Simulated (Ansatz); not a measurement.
`[CH3][Ge]([OH])([F])[Cl]` → `[F][Ge][Cl]` + CH₃OH  (germylene formation by 1,1-elimination)

Isolated molecules relaxed with PBE0-D4/def2-TZVP in Ansatz; ΔE leaves out vibrations. CCSD(T)/CBS adds triple-zeta CCSD(T) − MP2 to the extrapolated MP2 energy (def2 sets, frozen cores). This one scheme is used for every species. For Ge outer-core shells are correlated without core-valence functions, which leaves a few kJ/mol of doubt a bond. Scalar relativity is left out up to krypton. One conformer a species, not always the lowest.

```json
{"species": "`[CH3][Ge]([OH])([F])[Cl]`", "CCSD(T)/CBS(def2) energy (Eh)": "-2751.44935"}
{"species": "`[F][Ge][Cl]`", "CCSD(T)/CBS(def2) energy (Eh)": "-2635.75718"}
{"species": "CH₃OH", "CCSD(T)/CBS(def2) energy (Eh)": "-115.61712"}
```

**Question.** Work out ΔE.

**Answer.** ΔE = (-2635.75718) + (-115.61712) − (-2751.44935) = 0.07505 Eh = +197.0 kJ/mol.

**Question.** What do rigid-rotor, harmonic-oscillator terms from PBE0-D4/def2-TZVP frequencies (298.15 K, 1 bar) make of the CCSD(T)/CBS value? (Estimate.)

**Answer.** Computed: ΔZPE = -0.2 kJ/mol, ΔH = +197.6 kJ/mol, ΔS = 161 J/(mol·K), ΔG = +149.8 kJ/mol.

Largest T1 diagnostic among the species: 0.014.

In def2-TZVPP, CCSD(T) changes the Hartree–Fock value by +24.0 kJ/mol (the triples alone add +1.9 kJ/mol) and MP2 by +41.4 kJ/mol. At CCSD(T), def2-SVP lies −4.1 kJ/mol from the extrapolated value and def2-TZVPP +15.1 kJ/mol. From PBE to PBE0 (25 % exact exchange), in def2-TZVPP and without D4, ΔE moves by +24.2 kJ/mol.
